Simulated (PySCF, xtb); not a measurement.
CH₉ClOSi₃, SMILES CO[Si@H]([SiH3])[SiH2]Cl.

GFN2-xTB (xtb 6.7.1) at its own geometry gives an orbital gap of 3.69 eV and a dipole moment of 2.49 D.

Geometry: B3LYP-D3(BJ)/def2-SVP. The structure was generated by enumeration; whether it is a known compound was not checked. One conformer was computed; it need not be the lowest.

Task: What does PBE/def2-TZVP (PySCF) give? (Estimate from the structure and the level; the computed values follow.)

Result: gap 4.23 eV (levels -6.21 and -1.98 eV), dipole 1.71 D.
